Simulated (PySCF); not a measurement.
## Bond curve of MgBe⁺

Set-up: Mg aug-pcseg-1, Be aug-pcseg-1; no relativity (PySCF 2.14). Energies in eV from Mg⁺ + Be in their ground configurations at the same level. State: ²Σ⁺ (doublet), unpaired electrons σ ↑.

All columns are r²SCAN. A positive dipole points towards Be; it is taken about the centre of mass and depends on that origin.

```json
{"R (Å)": "2.288", "E (eV)": "-0.892", "μ (D)": "0.09", "Mulliken charge on Mg (basis-dependent)": "0.93", "HOMO (eV)": "-10.04", "LUMO (eV)": "-7.97", "Mayer bond order": "0.87", "⟨S²⟩": "0.78"}
{"R (Å)": "2.395", "E (eV)": "-1.045", "μ (D)": "0.20", "Mulliken charge on Mg (basis-dependent)": "0.93", "HOMO (eV)": "-10.07", "LUMO (eV)": "-7.83", "Mayer bond order": "0.83", "⟨S²⟩": "0.79"}
{"R (Å)": "2.501", "E (eV)": "-1.130", "μ (D)": "0.31", "Mulliken charge on Mg (basis-dependent)": "0.91", "HOMO (eV)": "-10.11", "LUMO (eV)": "-7.90", "Mayer bond order": "0.79", "⟨S²⟩": "0.79"}
{"R (Å)": "2.581", "E (eV)": "-1.161", "μ (D)": "0.38", "Mulliken charge on Mg (basis-dependent)": "0.90", "HOMO (eV)": "-10.14", "LUMO (eV)": "-7.97", "Mayer bond order": "0.76", "⟨S²⟩": "0.79"}
{"R (Å)": "2.661", "E (eV)": "-1.170", "μ (D)": "0.45", "Mulliken charge on Mg (basis-dependent)": "0.88", "HOMO (eV)": "-10.17", "LUMO (eV)": "-8.05", "Mayer bond order": "0.73", "⟨S²⟩": "0.80"}
{"R (Å)": "2.741", "E (eV)": "-1.162", "μ (D)": "0.52", "Mulliken charge on Mg (basis-dependent)": "0.86", "HOMO (eV)": "-10.20", "LUMO (eV)": "-8.12", "Mayer bond order": "0.71", "⟨S²⟩": "0.80"}
{"R (Å)": "2.847", "E (eV)": "-1.133", "μ (D)": "0.59", "Mulliken charge on Mg (basis-dependent)": "0.83", "HOMO (eV)": "-10.24", "LUMO (eV)": "-8.21", "Mayer bond order": "0.67", "⟨S²⟩": "0.81"}
{"R (Å)": "2.980", "E (eV)": "-1.075", "μ (D)": "0.65", "Mulliken charge on Mg (basis-dependent)": "0.79", "HOMO (eV)": "-10.28", "LUMO (eV)": "-8.33", "Mayer bond order": "0.63", "⟨S²⟩": "0.81"}
{"R (Å)": "3.140", "E (eV)": "-0.991", "μ (D)": "0.68", "Mulliken charge on Mg (basis-dependent)": "0.76", "HOMO (eV)": "-10.34", "LUMO (eV)": "-8.45", "Mayer bond order": "0.59", "⟨S²⟩": "0.82"}
{"R (Å)": "3.353", "E (eV)": "-0.869", "μ (D)": "0.64", "Mulliken charge on Mg (basis-dependent)": "0.72", "HOMO (eV)": "-10.40", "LUMO (eV)": "-8.59", "Mayer bond order": "0.54", "⟨S²⟩": "0.83"}
```

A fit through these points gives, at Re = 2.661 Å, μ = 0.45 D and dμ/dR = 0.834 D/Å; the reduced mass is 6.551 u.

How strong is the fundamental in the double-harmonic approximation, I = 42.26·(dμ/dR)²/μred km/mol?

I = 42.26·(0.834)²/6.551 = 4.49 km/mol at r²SCAN.

For an ion De counts to the pair picked by the measured ionisation energies or electron affinities, which need not be the lowest pair at this level. The state is the lowest determinant that a PBE0 search found; another state may lie lower at other levels.
